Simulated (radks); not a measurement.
Problem. These are the eigenvalues of the occupied orbitals of an atom or ion with whole-number occupations (eV). All-electron calculation, scalar-relativistic Kohn-Sham, r2SCAN, spin-polarised, spherical densities, finite nucleus; meta-GGA in the generalised Kohn-Sham scheme; Fermi nuclear charge, rms radius of each element as measured or else 0.836 A^(1/3) + 0.57 fm. Program: a radial shooting solver on a logarithmic mesh with Libxc functionals.

orbital  eigenvalue
1s up     -94039.52
1s down   -93952.79
2s up     -22759.59
2s down   -22625.13
2p up     -20740.15

Which element is it, and in what charge state? The configuration may be excited. Open shells, if any, are filled with parallel spins first.

Solution. Z = 81, thallium, charge +74: Tl74+ in [He] 2s2 2p3. The list shows which subshells hold electrons but not how many an open one holds; the 1s level, -3455.9 hartree, gives Z - s = 83.1 by -(Z - s)^2/2, which with screening and relativity narrows Z to a few neighbours, and the depths of the outer levels then fix element, charge and occupations together.
